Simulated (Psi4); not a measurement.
Internal rotation in CH₅BrSi, SMILES C[SiH2]Br. Scanned: dihedral H4–C1–Si2–Br3; all other coordinates were relaxed at GFN2-xTB. Heavy atoms are numbered in the order of the SMILES C[SiH2]Br, hydrogens after them in the order of the atoms that carry them; the mirror image has the same energies with the sign of each dihedral reversed.

Methods: PBE/def2-TZVP // GFN2-xTB (Psi4); PBE-D3(BJ)/def2-TZVP // GFN2-xTB (Psi4); PBE0-D3(BJ)/def2-TZVP // GFN2-xTB (Psi4); MP2/cc-pVTZ = Psi4 with DF-MP2 (frozen core)/cc-pVTZ // GFN2-xTB.

Energies relative to the lowest point of each profile, in kcal/mol; the last columns give the difference from MP2:

```tsv
φ / °	PBE/def2-TZVP	PBE-D3(BJ)/def2-TZVP	PBE0-D3(BJ)/def2-TZVP	MP2/cc-pVTZ	PBE/def2-TZVP − MP2/cc-pVTZ	PBE-D3(BJ)/def2-TZVP − MP2/cc-pVTZ	PBE0-D3(BJ)/def2-TZVP − MP2/cc-pVTZ
0	1.40	1.41	1.49	1.72	-0.32	-0.31	-0.23
10	1.30	1.31	1.39	1.60	-0.30	-0.29	-0.22
20	1.04	1.05	1.10	1.28	-0.24	-0.23	-0.18
30	0.68	0.69	0.73	0.84	-0.16	-0.15	-0.12
40	0.33	0.34	0.36	0.42	-0.08	-0.08	-0.06
50	0.08	0.08	0.09	0.11	-0.02	-0.02	-0.02
60	0.00	0.00	0.00	0.00	0.00	0.00	0.00
70	0.08	0.08	0.09	0.11	-0.03	-0.03	-0.02
80	0.33	0.33	0.35	0.41	-0.09	-0.08	-0.06
90	0.67	0.68	0.72	0.84	-0.17	-0.16	-0.12
100	1.03	1.04	1.10	1.27	-0.24	-0.23	-0.18
110	1.30	1.31	1.38	1.60	-0.30	-0.29	-0.22
```

PBE/def2-TZVP is furthest from MP2/cc-pVTZ at 0 (-0.32 kcal/mol, below); its mean absolute difference over the points is 0.16 kcal/mol.

PBE-D3(BJ)/def2-TZVP is furthest from MP2/cc-pVTZ at 0 (-0.31 kcal/mol, below); its mean absolute difference over the points is 0.16 kcal/mol.

PBE0-D3(BJ)/def2-TZVP is furthest from MP2/cc-pVTZ at 0 (-0.23 kcal/mol, below); its mean absolute difference over the points is 0.12 kcal/mol.
